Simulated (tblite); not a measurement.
C5H5NO3P (charge -1).
Geometry (GFN2-xTB, Å), atoms numbered from 1 in this order:
```
atom  x, y, z in Å
O1     2.6401   -1.3230    0.8011
P2     2.2582   -0.3352   -0.2354
O3     2.5988   -0.5461   -1.6751
O4     2.7896    1.1594    0.2199
C5     0.4283   -0.0453   -0.1793
C6    -0.3899   -1.1494    0.0296
C7    -1.7601   -0.9969   -0.0269
C8    -2.2716    0.2667   -0.2949
C9    -1.3741    1.3005   -0.4984
N10   -0.0593    1.1586   -0.4484
H11    2.5406    1.7047   -0.5247
H12    0.0880   -2.0944    0.2374
H13   -2.4276   -1.8364    0.1318
H14   -3.3385    0.4399   -0.3487
H15   -1.7270    2.3049   -0.7156
```

Computed values, GFN2-xTB/tblite, gas phase, harmonic and unscaled. The method is semi-empirical: single wavenumbers can be off by several per cent or more. One conformer, not necessarily the lowest.

Harmonic wavenumbers (cm⁻¹): 39.9, 82.5, 111.6, 236.5, 250.9, 283.3, 345.1, 347.2, 374.0, 444.7, 476.9, 527.9, 596.2, 696.3, 710.9, 713.2, 749.2, 876.9, 887.8, 907.4, 929.5, 1001.2, 1074.8, 1087.4, 1109.9, 1154.8, 1167.8, 1246.2, 1248.6, 1279.1, 1398.5, 1441.5, 1556.5, 1581.9, 2997.1, 3017.5, 3046.9, 3091.8, 3637.2.

A = 2605, B = 831.4, C = 727.1 MHz; mass 158.001 u (most abundant isotopes); point group C1, symmetry number 1.

Task: What is the zero-point energy?

Result: ½Σν̃ = 21363 cm⁻¹ = 255.56 kJ/mol.

Task: Entropy at 273.15 K, 1 bar (ideal gas, RRHO, classical rotation)?

Result: Translation 170.17, rotation 123.18, vibration 97.34: S = 390.7 J/(mol K).

Task: And Cp and H(273.15 K) − H(0)?

Result: Cp = 142.37 J/(mol K), of which vibrations give 109.11 (their classical limit is 39 R = 324.3); H(273.15 K) − H(0) = 23.48 kJ/mol without the zero-point energy, 14.39 from vibrations.

Task: How do the functions run with temperature in this model?

Result: 
```csv
T (K),S (J/(mol K)),Cp (J/(mol K)),H − H(0) (kJ/mol),G − H(0) (kJ/mol),ln q(vib)
100,289.8,69.9,5.05,-23.93,1.52
200,351.2,112.2,14.16,-56.09,3.69
300,404.5,153.0,27.44,-93.92,6.00
500,498.9,217.1,64.93,-184.51,10.68
800,613.9,270.1,138.95,-352.15,17.36
1000,676.5,290.6,195.15,-481.35,21.42
```

q(vib) and H(0) count from the zero-point level.

Task: Which modes carry the vibrational entropy at 273.15 K?

Result: 39.9 cm⁻¹: 21.30; 82.5 cm⁻¹: 15.31; 111.6 cm⁻¹: 12.85; 236.5 cm⁻¹: 7.01; 250.9 cm⁻¹: 6.58; 283.3 cm⁻¹: 5.72 J/(mol K); the other 33 give 28.59 together.

Hindered rotation and anharmonicity are outside this model. Other conformers, if any are populated, would add a mixing term that is left out. The structure is chiral; the term R ln 2 for an equal mix with its mirror image is left out.
